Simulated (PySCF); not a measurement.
Tl²⁺: excitation energy

Tl²⁺ [Xe] 4f14 5d10 6s1 (2S) → Tl²⁺ [Xe] 4f14 5d10 6p1 (2P), as a difference of total energies. Calculation: PySCF 2.14, in aug-cc-pVTZ-PP with one added diffuse shell each of d, f type with ECP60MDF (6s5p5d3f, 67 functions); scalar relativity through the core potential. The calculations carry no spin-orbit coupling.

```
method  excitation energy (cm⁻¹)
   UHF                     70427
   LDA                     76085
   PBE                     74484
  PBE0                     74097
r2SCAN                     74807
 B3LYP                     74154
 B97-3                     74445
```

Task: Estimate what BHandHLYP gives.

Result: 73486 cm⁻¹, closest to PBE0 among the rows shown.

Task: Estimate what CAM-B3LYP gives.

Result: 74175 cm⁻¹, closest to B3LYP among the rows shown.
